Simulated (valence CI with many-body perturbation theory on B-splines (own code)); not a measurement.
**E1 line list for W⁴³⁺**

Calculated by configuration interaction combined with many-body perturbation theory (CI+MBPT): three valence electrons over a frozen Dirac-Fock core [Ar] 3d10, radial functions for each j: 11 s, 11 p, 9 d, 7 f, 5 g, 2 h, 1 i, with the one-electron correlation potential Σ1 (screened to all orders), the two-electron term Σ2, the three-electron term Σ3, Breit, model QED; selected single and double excitations, second order for the rest (own B-spline code, finite nucleus).

No measured spectrum was set against this ion. As an estimate, large intervals hold to a few tenths of a per cent, small ones and those within an open d or f shell to about a per cent.

Lines 201 to 250 of 272 in falling wavelength, among levels below 586.39 eV, chosen from the strongest by gf and those to the six lowest levels. Wavelengths and rates use the calculated energies. Electric multipoles are in the length gauge, E1 and E2 with the static RPA response of the core. Weak lines are less certain than strong ones. Lines between different terms over intervals too small for the method are left out, as are lines whose strength nearly cancels. The highest levels of a list are the least certain.

Levels are named by their leading jj configuration (3d3/2^4 stands for four electrons in 3d with j = 3/2), which in mixed levels can hold well under half, so a name can repeat and another be missing. Letters in brackets count levels of one name in rising energy.

```
λ vac (Å)                          Upper                       Lower   A (s⁻¹)  log gf  Branch %
    47.70     (4s 4p3/2 4d3/2) J=3/2 [a]  (4s 4p1/2 4p3/2) J=3/2 [a]  7.56e+11    0.01      77.2
    47.69     (4s 4p3/2 4d3/2) J=1/2 [a]  (4s 4p1/2 4p3/2) J=3/2 [a]  8.62e+11   -0.23      96.4
    47.68      (4p1/2 4p3/2 4d3/2) J=5/2       (4p1/2^2 4p3/2) J=3/2  6.27e+11    0.11      46.8
    47.48     (4s 4p3/2 4d3/2) J=5/2 [b]  (4s 4p1/2 4p3/2) J=3/2 [a]  2.27e+11   -0.34      27.8
    47.43     (4s 4p3/2 4d5/2) J=5/2 [a]  (4s 4p1/2 4p3/2) J=3/2 [b]  4.49e+09   -2.04       1.1
    47.42             (4s^2 4f7/2) J=7/2      (4s 4p1/2 4p3/2) J=5/2  1.79e+11   -0.32      52.8
    47.27     (4s 4p3/2 4d5/2) J=3/2 [a]      (4s 4p1/2 4p3/2) J=1/2  1.30e+11   -0.76      24.8
    47.26     (4s 4p3/2 4d3/2) J=1/2 [b]  (4s 4p1/2 4p3/2) J=3/2 [b]  5.25e+10   -1.45       3.1
    46.82     (4s 4p3/2 4d5/2) J=3/2 [a]  (4s 4p1/2 4p3/2) J=3/2 [b]  1.09e+11   -0.85      20.7
    46.74     (4s 4p3/2 4d3/2) J=3/2 [b]      (4s 4p1/2 4p3/2) J=5/2  1.46e+09   -2.72       0.1
    46.33     (4s 4p3/2 4d3/2) J=5/2 [c]  (4s 4p1/2 4p3/2) J=3/2 [b]  5.93e+11    0.06      31.1
    45.37     (4s 4p3/2 4d5/2) J=5/2 [a]      (4s 4p1/2 4p3/2) J=5/2  8.03e+09   -1.83       1.9
    45.31     (4s 4p3/2 4d3/2) J=3/2 [b]  (4s 4p1/2 4p3/2) J=3/2 [a]  1.55e+09   -2.72       0.1
    44.81     (4s 4p3/2 4d5/2) J=3/2 [a]      (4s 4p1/2 4p3/2) J=5/2  8.42e+07   -3.99       0.0
    44.72         (4s 4p1/2 4d5/2) J=3/2          (4s 4p1/2^2) J=1/2  8.74e+10   -0.98      22.3
    44.36     (4s 4p3/2 4d3/2) J=5/2 [c]      (4s 4p1/2 4p3/2) J=5/2  7.52e+09   -1.88       0.4
    44.27         (4s 4p3/2 4d5/2) J=1/2  (4s 4p1/2 4p3/2) J=3/2 [b]  3.05e+10   -1.75       5.1
    44.23     (4s 4p3/2 4d5/2) J=7/2 [a]      (4s 4p1/2 4p3/2) J=5/2  1.31e+11   -0.51      26.5
    44.02     (4s 4p3/2 4d5/2) J=5/2 [a]  (4s 4p1/2 4p3/2) J=3/2 [a]  2.51e+08   -3.36       0.1
    43.88     (4s 4p3/2 4d3/2) J=1/2 [b]  (4s 4p1/2 4p3/2) J=3/2 [a]  3.76e+08   -3.66       0.0
    43.78  (4p1/2 4p3/2 4d5/2) J=5/2 [b]       (4p1/2^2 4p3/2) J=3/2  1.02e+11   -0.76       8.2
    43.69     (4s 4p3/2 4d5/2) J=3/2 [b]  (4s 4p1/2 4p3/2) J=3/2 [b]  6.13e+07   -4.15       0.0
    43.49     (4s 4p3/2 4d5/2) J=3/2 [a]  (4s 4p1/2 4p3/2) J=3/2 [a]  5.77e+09   -2.18       1.1
    43.09     (4s 4p3/2 4d5/2) J=5/2 [b]  (4s 4p1/2 4p3/2) J=3/2 [b]  1.26e+07   -4.68       0.0
    43.07     (4s 4p3/2 4d3/2) J=5/2 [c]  (4s 4p1/2 4p3/2) J=3/2 [a]  1.01e+09   -2.78       0.1
    42.55     (4s 4p3/2 4d5/2) J=7/2 [b]      (4s 4p1/2 4p3/2) J=5/2  1.22e+10   -1.58       1.1
    41.94     (4s 4p3/2 4d5/2) J=3/2 [b]      (4s 4p1/2 4p3/2) J=5/2  3.89e+09   -2.39       0.4
    41.38     (4s 4p3/2 4d5/2) J=5/2 [b]      (4s 4p1/2 4p3/2) J=5/2  1.28e+10   -1.71       1.0
    41.29         (4s 4p3/2 4d5/2) J=1/2  (4s 4p1/2 4p3/2) J=3/2 [a]  3.03e+09   -2.81       0.5
    41.07          (4p1/2 4p3/2^2) J=3/2          (4s 4p1/2^2) J=1/2  4.02e+10   -1.39       3.6
    40.95             (4s 4p3/2^2) J=1/2          (4s^2 4p1/2) J=1/2  4.96e+09   -2.60       1.0
    40.78     (4s 4p3/2 4d5/2) J=3/2 [b]  (4s 4p1/2 4p3/2) J=3/2 [a]  3.66e+09   -2.44       0.4
    40.55                (4p3/2^3) J=3/2  (4s 4p1/2 4p3/2) J=3/2 [b]  6.19e+09   -2.21       0.4
    40.48          (4p1/2 4p3/2^2) J=1/2          (4s 4p1/2^2) J=1/2  4.07e+09   -2.70       0.6
    40.46             (4s 4p3/2^2) J=3/2          (4s^2 4p1/2) J=1/2  5.38e+09   -2.28       0.5
    40.26     (4s 4p3/2 4d5/2) J=5/2 [b]  (4s 4p1/2 4p3/2) J=3/2 [a]  1.15e+10   -1.78       0.9
    39.03                (4p3/2^3) J=3/2      (4s 4p1/2 4p3/2) J=5/2  3.66e+09   -2.48       0.2
    38.03                (4p3/2^3) J=3/2  (4s 4p1/2 4p3/2) J=3/2 [a]  1.29e+09   -2.95       0.1
    35.94     (4s 4p3/2 4d3/2) J=3/2 [a]          (4s 4p1/2^2) J=1/2  2.98e+08   -3.64       0.0
    35.93     (4s 4p3/2 4d3/2) J=1/2 [a]          (4s 4p1/2^2) J=1/2  4.07e+07   -4.80       0.0
    35.35          (4p1/2^2 4d3/2) J=3/2          (4s^2 4p3/2) J=3/2  1.20e+07   -5.05       0.0
    34.57     (4s 4p3/2 4d3/2) J=3/2 [b]          (4s 4p1/2^2) J=1/2  3.51e+08   -3.60       0.0
    33.72     (4s 4p3/2 4d3/2) J=1/2 [b]          (4s 4p1/2^2) J=1/2  7.44e+07   -4.60       0.0
    33.50     (4s 4p3/2 4d5/2) J=3/2 [a]          (4s 4p1/2^2) J=1/2  4.03e+08   -3.57       0.1
    32.88          (4p1/2^2 4d5/2) J=5/2          (4s^2 4p3/2) J=3/2  1.82e+07   -4.75       0.0
    32.18         (4s 4p3/2 4d5/2) J=1/2          (4s 4p1/2^2) J=1/2  2.99e+09   -3.03       0.5
    31.87     (4s 4p3/2 4d5/2) J=3/2 [b]          (4s 4p1/2^2) J=1/2  1.11e+09   -3.17       0.1
    30.16                (4p3/2^3) J=3/2          (4s 4p1/2^2) J=1/2  1.70e+08   -4.03       0.0
    28.79     (4s 4p1/2 4f5/2) J=5/2 [a]          (4s^2 4p3/2) J=3/2  8.83e+06   -5.18       0.0
    28.20     (4s 4p1/2 4f5/2) J=5/2 [b]          (4s^2 4p3/2) J=3/2  8.03e+06   -5.24       0.0
```

(1) How does gf follow from A for the line at 47.48 Å?

Results:

(1) gf = 1.4992 × (2J+1)_upper × A / σ², with σ = 2106192 cm⁻¹ and 2J+1 = 6: gf = 0.460.
